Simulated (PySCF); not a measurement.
Ionisation energy of Fe by level of theory

Fe [Ar] 3d6 4s2 (5D) → Fe⁺ [Ar] 3d6 4s1 (6D), as a difference of total energies. Computed with PySCF 2.14 in cc-pVDZ-DK, with the spin-free X2C one-electron Hamiltonian (Gaussian nucleus). Correlated levels: valence: [Ar] frozen. The calculations carry no spin-orbit coupling.

Problem. Order these methods by the ionisation energy they give, lowest first.
A. B3LYP
B. PBE
C. MP2 (valence)
D. SCS-MP2 (valence)

Solution. C (7.395 eV), D (7.557 eV), B (7.826 eV), A (8.044 eV).

Errors of the correlated levels include the incompleteness of this basis and the frozen core.

MP2 underrates the near-degeneracy of ns² with np² in the lower species.

For comparison: 7.904 eV (measured; NIST levels, between the centres of gravity of the two terms).
